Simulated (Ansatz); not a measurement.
A run on CH₆GaNSi with other settings.

```yaml
crystal:
  periodic: [false, false, false]
  atoms:
    - {symbol: C, position_ang: [-0.683972, 1.264242, 0.035871]}
    - {symbol: N, position_ang: [0.511656, 0.391146, 0.122649]}
    - {symbol: Si, position_ang: [0.347743, -1.329466, 0.068611]}
    - {symbol: Ga, position_ang: [-0.155877, 1.336818, -1.968271]}
    - {symbol: H, position_ang: [-1.579642, 0.785426, 0.438095]}
    - {symbol: H, position_ang: [-0.515245, 2.194545, 0.581152]}
    - {symbol: H, position_ang: [1.290903, 0.771670, 0.636755]}
    - {symbol: H, position_ang: [1.703255, -1.923863, -0.030367]}
    - {symbol: H, position_ang: [-0.364375, -1.893432, 1.252079]}
    - {symbol: H, position_ang: [-0.471346, -1.648185, -1.133676]}
basis:
  gaussian: {orbitals: "6-31G*", point_charges: [{charge: 2.00, position_ang: [5.523, -0.936, -0.465]}]}
hamiltonian: {xc: {name: LC-wPBE}}
output: {forces: true}
```

```sh
$ ansatz run in.yaml --threads 4 --pin off --events-out ev --progress --plain --max-ram 10444MiB
```

It prints (some lines left out):

```
Functional definition: LC-wPBE
1209 factors; their error is unknown
369 factors; integrals over basis functions are off by at most 1.6e-5 eV
mean field evaluation 1: about -62856.6750 eV, gradient 4.5e1 eV
mean field evaluation 2: about -62856.6710 eV, gradient 4.7e1 eV
mean field evaluation 4: about -62861.0033 eV, gradient 1.9e0 eV
mean field evaluation 8: about -62861.0150 eV, gradient 7.4e-2 eV
mean field evaluation 16: about -62860.9443 eV, gradient 1.3e-4 eV
mean field -62860.94425213 eV, -2310.0970925876 hartree, gradient 6.8e-5 eV, S^2 0.000000; 0 other end points of the search recorded, 0 dependent functions left out
reference -62860.94425214 eV, -2310.0970925878 hartree; 32, 32 occupied and 64, 64 virtual orbitals, 1209 factors
Total energy: -62860.94425214 eV, -2310.0970925878 hartree
Atom 0 at    -0.683972     1.264242     0.035871 Å, force    -0.060867     0.041429    -0.590548 eV/Å
Atom 1 at     0.511656     0.391146     0.122649 Å, force     0.690681    -0.114147     0.130949 eV/Å
Atom 2 at     0.347743    -1.329466     0.068611 Å, force    -1.406571    -0.017962     0.133958 eV/Å
Atom 3 at    -0.155877     1.336818    -1.968271 Å, force    -0.131319     0.095927     0.306631 eV/Å
Atom 4 at    -1.579642     0.785426     0.438095 Å, force     0.013366    -0.012563    -0.046605 eV/Å
Atom 5 at    -0.515245     2.194545     0.581152 Å, force     0.033134    -0.001516    -0.022584 eV/Å
Atom 6 at     1.290903     0.771670     0.636755 Å, force    -0.120266     0.174866     0.268252 eV/Å
Atom 7 at     1.703255    -1.923863    -0.030367 Å, force     0.597523    -0.020396    -0.033350 eV/Å
Atom 8 at    -0.364375    -1.893432     1.252079 Å, force     0.295630    -0.050160    -0.096300 eV/Å
Atom 9 at    -0.471346    -1.648185    -1.133676 Å, force     0.265697    -0.050357     0.045881 eV/Å
Dipole moment:    -0.486253     0.209688     0.384818 e Å
```

Run time 3.8 s (4 threads of an Intel Xeon on a shared host); peak host memory 0.18 GiB.
